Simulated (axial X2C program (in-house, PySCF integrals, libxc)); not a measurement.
**Worked dissociation energy of MoB⁺: CCSD, scalar-relativistic**

Calculated with an in-house all-electron X2C program for linear molecules (integrals from PySCF). Spin-free means the one-electron spin-free X2C Hamiltonian. Basis: Mo dyall-cv3z [11s12p9d5f3g], B dyall-v3z [7s6p2d1f] (cores contracted in-house); Gaussian nuclei, density fitting, unrestricted open shells. Masses: Mo 97.905 u, B 11.009 u.

Molecular state: M_S = 3, Λ = 0 (beyond evenly filled blocks: 2 × σα, π+α, π-α, δ+α, δ-α).

Correlated methods: 8 electrons correlated (number of frozen shells: Mo 4 s, 3 p, 1 d; B 1 s), 272 virtual spin orbitals or spinors in MP2, 89 natural virtuals in coupled cluster.

| Property | Result |
| --- | --- |
| E(Mo+) (2M_S = 5, M_L = 0) | -4046.079014 hartree |
| E(B) (2M_S = 1, M_L = 0) | -24.605281 hartree |
| E(MoB⁺) at Re | -4070.745383 hartree |
| ωe | 403.4 cm⁻¹ |
| ωexe | 5.79 cm⁻¹ |

Task: Work out De and D0.

Result: De = -4046.079014 + (-24.605281) − (-4070.745383) = 0.06109 hartree = 1.662 eV. The zero-point energy is ωe/2 − ωexe/4 = 200 cm⁻¹ = 0.025 eV, so D0 = 1.637 eV.

One determinant describes the state; a PBE0 search over occupations chose it and may have missed a lower one. Dissociation energies refer to the lowest single-determinant-based atoms at the same level and basis. CCSD ran in a truncated set of natural virtual spinors with an MP2 remainder; without triples it tends to underbind. Other states lie close and PBE0, whose exact exchange favours high spin, may order them wrongly; the determinant shown need not be the ground state. The nearest other spin-free determinant of the search, M_S = 2, Λ = 0, lies 0.17 eV up at the distance of the search. With the outer-core shells frozen, correlated bond lengths of heavy atoms tend to come out a few hundredths of an ångström too long.

Each atomic determinant is the lowest at this level and need not be a pure term. Totals compare only within one Hamiltonian and basis.
